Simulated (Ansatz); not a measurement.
Born–Oppenheimer molecular dynamics of FH₆NOSi (10 atoms, charge 0, multiplicity 1). It starts at the highest image of a converged band, a first-order saddle point between two minima.

All numbers below come from RHF/def2-SVP in Ansatz 0.2.0.

```yaml
ensemble: NVE (velocity Verlet)
time_step: 0.5 fs
steps_asked: 200
starting_velocities_drawn_for: 100 K
seed: 6502
```

Frames 5 fs apart, positions in Å, forces in eV/Å.

Velocities at 30 fs (Å/ps):

```
Si 3.37 -8.60 0.22
O -5.02 15.79 15.18
H 3.05 2.58 23.07
H 10.56 -11.83 -3.60
H 9.62 -19.51 -6.88
F -2.02 2.01 -7.09
N 1.21 -1.76 -10.46
H -13.09 -3.66 -4.81
H -10.45 -2.38 -9.74
H 7.38 10.31 33.86
```

```xyz
10
Properties=species:S:1:pos:R:3:forces:R:3 time_fs=30 energy_less_start_eV=-0.738 T=815
Si 0.214 -0.398 -0.020 0.06 0.68 -0.76
O 0.231 0.328 2.160 -0.91 2.76 -2.11
H -0.591 0.344 2.579 -1.15 -0.15 0.95
H 1.115 0.764 -0.134 0.03 -0.22 0.04
H -1.182 -0.084 0.206 -0.48 0.03 0.15
F 0.160 -0.957 -1.551 -0.10 0.20 -0.66
N 0.832 -1.799 0.754 0.96 -0.62 0.03
H 0.196 -2.550 0.563 -0.07 -0.38 0.16
H 1.682 -2.047 0.253 -0.26 -0.13 0.39
H 0.818 -0.195 2.597 1.93 -2.16 1.82
10
Properties=species:S:1:pos:R:3:forces:R:3 time_fs=35 energy_less_start_eV=-0.855 T=926
Si 0.231 -0.437 -0.024 -0.87 1.20 -1.88
O 0.210 0.410 2.237 -0.26 -0.84 2.21
H -0.619 0.347 2.740 1.03 0.22 -0.84
H 1.167 0.683 -0.139 0.01 0.06 0.21
H -1.198 -0.170 0.201 0.06 0.09 0.26
F 0.150 -0.946 -1.590 -0.03 0.30 -0.20
N 0.839 -1.818 0.706 0.58 -1.50 0.87
H 0.172 -2.561 0.572 0.16 -0.18 0.23
H 1.669 -2.098 0.211 0.12 -0.20 0.18
H 0.820 -0.147 2.758 -0.79 0.83 -1.03
10
Properties=species:S:1:pos:R:3:forces:R:3 time_fs=40 energy_less_start_eV=-0.977 T=1044
Si 0.241 -0.467 -0.044 -1.04 0.43 -1.89
O 0.186 0.492 2.330 1.30 -0.96 1.21
H -0.606 0.387 2.827 -0.51 0.14 0.02
H 1.218 0.615 -0.100 -0.08 0.22 0.16
H -1.204 -0.234 0.252 0.56 0.11 0.09
F 0.139 -0.930 -1.631 -0.04 0.49 0.22
N 0.856 -1.861 0.672 -0.08 -1.38 1.00
H 0.181 -2.617 0.636 0.33 0.18 0.20
H 1.681 -2.190 0.211 0.31 -0.10 0.01
H 0.814 -0.064 2.830 -0.74 0.88 -1.00
10
Properties=species:S:1:pos:R:3:forces:R:3 time_fs=45 energy_less_start_eV=-1.050 T=1116
Si 0.243 -0.493 -0.079 0.89 -0.88 -1.08
O 0.167 0.569 2.434 -1.62 2.18 -1.85
H -0.644 0.464 2.885 -0.39 -0.24 0.48
H 1.246 0.589 -0.027 -0.32 -0.06 -0.09
H -1.117 -0.269 0.331 -0.52 0.24 0.10
F 0.127 -0.909 -1.670 -0.07 0.58 0.34
N 0.876 -1.925 0.653 0.76 0.20 0.06
H 0.230 -2.675 0.741 -0.34 -0.41 0.13
H 1.728 -2.294 0.237 -0.46 0.32 0.31
H 0.802 0.063 2.823 2.07 -1.93 1.59
10
Properties=species:S:1:pos:R:3:forces:R:3 time_fs=50 energy_less_start_eV=-1.033 T=1100
Si 0.251 -0.526 -0.122 0.18 -1.66 0.65
O 0.145 0.657 2.531 0.71 -1.43 1.59
H -0.691 0.494 3.004 1.61 0.01 -0.57
H 1.211 0.562 0.025 0.05 0.12 -0.28
H -1.102 -0.258 0.418 0.23 -0.10 -0.44
F 0.115 -0.881 -1.705 -0.10 0.44 0.11
N 0.899 -1.988 0.639 -1.55 0.70 0.26
H 0.265 -2.753 0.870 0.44 0.69 -0.24
H 1.748 -2.362 0.294 0.65 -0.20 -0.26
H 0.860 0.076 2.918 -2.23 1.42 -0.82
10
Properties=species:S:1:pos:R:3:forces:R:3 time_fs=55 energy_less_start_eV=-1.087 T=1150
Si 0.262 -0.573 -0.161 0.45 -1.38 1.41
O 0.127 0.742 2.632 0.80 0.61 -0.66
H -0.619 0.501 3.112 -1.83 -0.13 0.72
H 1.181 0.553 0.015 0.15 -0.08 -0.27
H -1.059 -0.266 0.417 0.02 -0.24 -0.33
F 0.101 -0.847 -1.739 -0.07 0.11 -0.27
N 0.910 -2.037 0.624 0.60 1.54 -0.96
H 0.329 -2.760 0.970 -0.53 -0.36 0.11
H 1.808 -2.424 0.337 -0.69 0.42 0.18
H 0.754 0.153 2.990 1.10 -0.48 0.08
10
Properties=species:S:1:pos:R:3:forces:R:3 time_fs=60 energy_less_start_eV=-1.162 T=1221
Si 0.277 -0.632 -0.189 0.89 -0.50 0.80
O 0.111 0.826 2.737 -1.16 -0.23 0.61
H -0.669 0.545 3.226 0.61 0.47 -0.60
H 1.185 0.526 -0.057 0.09 -0.30 -0.05
H -1.025 -0.325 0.348 -0.58 -0.13 0.20
F 0.086 -0.811 -1.776 0.01 -0.25 -0.33
N 0.918 -2.064 0.599 -1.07 0.82 -0.14
H 0.341 -2.763 1.050 0.15 0.46 -0.38
H 1.814 -2.435 0.390 0.47 -0.08 -0.14
H 0.761 0.220 3.039 0.60 -0.26 0.03
10
Properties=species:S:1:pos:R:3:forces:R:3 time_fs=65 energy_less_start_eV=-1.085 T=1149
Si 0.297 -0.694 -0.210 -0.92 0.71 -0.18
O 0.091 0.906 2.848 1.34 -1.19 0.38
H -0.715 0.637 3.289 0.93 -0.18 -0.17
H 1.216 0.440 -0.138 0.21 0.04 0.27
H -1.083 -0.421 0.305 0.57 -0.21 0.01
F 0.072 -0.779 -1.816 0.12 -0.52 0.09
N 0.917 -2.076 0.568 0.26 -0.01 -0.09
H 0.344 -2.714 1.081 -0.08 -0.08 -0.11
H 1.847 -2.432 0.426 -0.20 0.11 0.03
H 0.835 0.284 3.057 -2.23 1.33 -0.22
10
Properties=species:S:1:pos:R:3:forces:R:3 time_fs=70 energy_less_start_eV=-0.981 T=1050
Si 0.311 -0.750 -0.233 -0.62 1.92 -1.55
O 0.077 0.987 2.955 -0.47 2.76 -1.56
H -0.675 0.672 3.368 -1.67 -0.77 0.96
H 1.286 0.353 -0.162 -0.10 0.01 0.28
H -1.048 -0.557 0.276 -0.03 0.15 0.27
F 0.059 -0.753 -1.855 0.21 -0.63 0.58
N 0.918 -2.088 0.536 0.91 -1.01 0.31
H 0.333 -2.680 1.077 -0.15 -0.43 0.07
H 1.866 -2.416 0.468 -0.24 0.03 0.06
H 0.738 0.392 3.107 2.18 -2.03 0.58
10
Properties=species:S:1:pos:R:3:forces:R:3 time_fs=75 energy_less_start_eV=-0.912 T=982
Si 0.320 -0.791 -0.268 -0.33 1.94 -1.26
O 0.062 1.077 3.056 -0.62 -2.48 1.37
H -0.705 0.648 3.502 1.34 1.20 -1.02
H 1.335 0.273 -0.124 -0.27 0.12 0.04
H -1.012 -0.662 0.304 -0.28 0.35 0.11
F 0.048 -0.736 -1.888 0.24 -0.62 0.77
N 0.928 -2.118 0.511 -0.48 -1.58 0.85
H 0.317 -2.710 1.060 0.48 0.12 -0.48
H 1.872 -2.408 0.517 0.62 -0.28 0.01
H 0.736 0.391 3.204 -0.70 1.23 -0.40
10
Properties=species:S:1:pos:R:3:forces:R:3 time_fs=80 energy_less_start_eV=-0.962 T=1029
Si 0.326 -0.816 -0.312 -0.73 0.74 0.70
O 0.044 1.152 3.164 1.61 -0.54 -0.29
H -0.697 0.749 3.559 -0.76 -0.35 0.37
H 1.327 0.224 -0.076 -0.07 0.34 -0.17
H -1.020 -0.689 0.348 0.46 0.24 -0.50
F 0.041 -0.726 -1.911 0.22 -0.60 0.45
N 0.942 -2.170 0.496 1.29 -0.16 -0.53
H 0.345 -2.777 0.990 -0.44 -0.69 0.26
H 1.921 -2.431 0.568 -0.74 0.17 -0.16
H 0.747 0.494 3.244 -0.83 0.85 -0.12
10
Properties=species:S:1:pos:R:3:forces:R:3 time_fs=85 energy_less_start_eV=-0.893 T=963
Si 0.326 -0.834 -0.352 0.74 -0.04 1.72
O 0.032 1.225 3.271 -1.52 2.57 -0.54
H -0.737 0.840 3.635 -0.27 -0.58 0.28
H 1.296 0.243 -0.067 -0.06 -0.02 -0.26
H -0.960 -0.656 0.297 -0.52 0.14 -0.04
F 0.036 -0.724 -1.928 0.21 -0.64 -0.18
N 0.963 -2.229 0.475 -1.46 0.29 -0.62
H 0.356 -2.918 0.910 0.43 0.45 -0.48
H 1.919 -2.450 0.590 0.66 -0.14 -0.10
H 0.723 0.641 3.283 1.80 -2.02 0.22
```

Of the whole run (100 fs, mean temperature of the second half 1051 K): The conserved energy stayed within 0.26 meV per atom of its start (net change -0.16 meV per atom), so the integration is sound. The kinetic energy rose, since the run started high on the potential surface and went downhill. It ends in pieces (FH4NSi + H2O), so much of that is their flight and rotation, not heat. A run of 0.1 ps of so small a system gives no equilibrium averages. The orbitals stay closed-shell, which can raise the energy where a bond breaks towards radicals; this wasn't checked here.

Time of the run: 3.9 min on 1 thread of Arm Neoverse V2 (shared host), peak memory 0.15 GiB.
